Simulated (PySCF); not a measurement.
PySCF input file for Si(H)(F)(OH)(NMe2) (C₂H₈FNOSi), SMILES CN(C)[SiH](O)F, SMD-M06-2X/def2-SVP. Geometry: PBE0-D3(BJ)/def2-SVP. The values are those of a single conformer.

```python
import numpy as np
from pyscf import gto, scf, dft
from pyscf.solvent import smd

mol = gto.M(
    atom='''
    Si    0.55055052   -0.59649707    0.28468257
    O     1.07186657   -1.34231209   -1.09099487
    F     1.67561341    0.39684252    0.90803164
    N    -0.79010866    0.41661459   -0.06035200
    C    -1.07556440    1.61523894    0.68987887
    C    -1.84720612   -0.01387450   -0.94157630
    H     0.37819293   -1.69355596    1.26262028
    H     1.19520906   -0.77218439   -1.85676889
    H    -1.27926007    2.46623711    0.01316277
    H    -1.95892334    1.49967910    1.34820885
    H    -0.21439544    1.88881128    1.31469953
    H    -1.54462770   -0.91625225   -1.49356272
    H    -2.78404407   -0.24671036   -0.39817257
    H    -2.08792807    0.76735980   -1.68742066
    ''',
    basis='def2-SVP',
    charge=0,
    spin=0,
    max_memory=1600,
    verbose=3,
)
mf = dft.RKS(mol, xc='m06-2x').density_fit(auxbasis='def2-universal-jkfit')
mf.grids.level = 4
mf.conv_tol = 1e-9
mf.max_cycle = 100
mf.kernel()
res = {}
for name in ['water', 'ethylethanoate', 'acetonitrile']:
    s = mf.SMD()
    s.with_solvent.solvent, s.with_solvent.sasa_ng = name, 194
    s.kernel(mf.make_rdm1())
    res[name] = (s.e_tot, s.with_solvent.get_cds(), s.dip_moment(), s.mo_energy, s.converged)
    print(f'SMD {name}: dG(solv) = {(s.e_tot - mf.e_tot) * 627.509474:.3f} kcal/mol, of which CDS {res[name][1] * 627.509474:.3f}')
```

Output:

```
converged SCF energy = -599.989372215231
converged SCF energy = -599.994333714322
Dipole moment(X, Y, Z, Debye): -2.26700,  1.21833, -1.59637
SMD water: dG(solv) = -3.113 kcal/mol, of which CDS 4.012
converged SCF energy = -599.99640213535
Dipole moment(X, Y, Z, Debye): -2.16068,  1.05413, -1.47963
SMD ethylethanoate: dG(solv) = -4.411 kcal/mol, of which CDS -1.034
converged SCF energy = -599.997392656414
Dipole moment(X, Y, Z, Debye): -2.23356,  1.09648, -1.56940
SMD acetonitrile: dG(solv) = -5.033 kcal/mol, of which CDS -0.227
```

Self-consistency was reached.

Cost: roughly 2.9 core-minutes.
